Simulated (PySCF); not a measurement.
# What went wrong, or what changed?

The sound run of [Dy(NH3)]3+ (singlet in the valence; each metal's 4f electrons, 9 of them, lie in its core potential, out of spins and levels) uses PySCF 2.14.0, RKS PBE, Dy lcecp-1-SVP with ECP55, N def2-SVP, H def2-SVP; non-relativistic Hamiltonian with scalar-relativistic core potentials where named; density fitting; no spin-orbit coupling, grid (50, 194), threshold 1e-8 and 55 cycles at the relaxed geometry. This run differs:

```python
mol = gto.M(atom='''
Dy     0.00000     0.00000    -0.13134
N     -0.00000    -0.00000     2.18730
H      0.95166     0.00004     2.65170
H     -0.47586     0.82414     2.65170
H     -0.47580    -0.82418     2.65170''',
    basis={'Dy': 'lcecp-1-SVP', 'N': 'def2-SVP', 'H': 'def2-SVP'},
    ecp={'Dy': 'lcecp-1-SVP'},
    charge=3, spin=0)
mf = dft.RKS(mol, xc='PBE')
mf.grids.atom_grid = (50, 194)  # f atoms: unpruned, at least (60, 302)
mf = mf.density_fit()  # fitting sets: Dy AutoAux, N def2-universal-JKFIT, H def2-universal-JKFIT
mf.conv_tol = 1e-08; mf.max_cycle = 76
mf.kernel(mf.get_init_guess(key='1e'))
mf.nuc_grad_method().kernel()
```

Task: What was changed, and how did it end?

Result: The start was changed to the bare core Hamiltonian. It converged in 13 cycles, 0.000 eV from the sound run, largest force component 0.01 eV/Å. The cycle limit differs too. No harm here: the result survives it.
```
init E= -83.71363211796
cycle= 1 E= -73.8677182454897  delta_E= 9.85  |g|= 3.41  |ddm|= 9.48
cycle= 2 E= -45.3022499195  delta_E= 28.6  |g|=  6.8  |ddm|= 14.1
cycle= 3 E= -65.5368404041538  delta_E= -20.2  |g|= 5.55  |ddm|= 7.36
cycle= 4 E= -88.2560483882166  delta_E= -22.7  |g|= 4.03  |ddm|= 6.67
cycle= 5 E= -90.4402436981089  delta_E= -2.18  |g|= 2.68  |ddm|= 1.44
...
cycle= 11 E= -92.197986729515  delta_E= -5.08e-05  |g|= 0.000287  |ddm|= 0.0171
cycle= 12 E= -92.1979867551311  delta_E= -2.56e-08  |g|= 7.24e-05  |ddm|= 0.000481
cycle= 13 E= -92.1979867565008  delta_E= -1.37e-09  |g|= 8.95e-06  |ddm|= 8.71e-05
Extra cycle  E= -92.1979867565014  delta_E= -5.83e-13  |g|= 9.13e-06  |ddm|= 1.52e-05
converged SCF energy = -92.1979867565014
```

Run from Python with OMP_NUM_THREADS=2; the lines above give its settings.
It took 7.2 s on 2 threads of Intel(R) Xeon(R) Processor @ 2.50GHz (Skylake/Cascade Lake) (shared host).

An lcecp potential fixes the number of 4f electrons, so in runs with it no electron can move into or out of that shell.
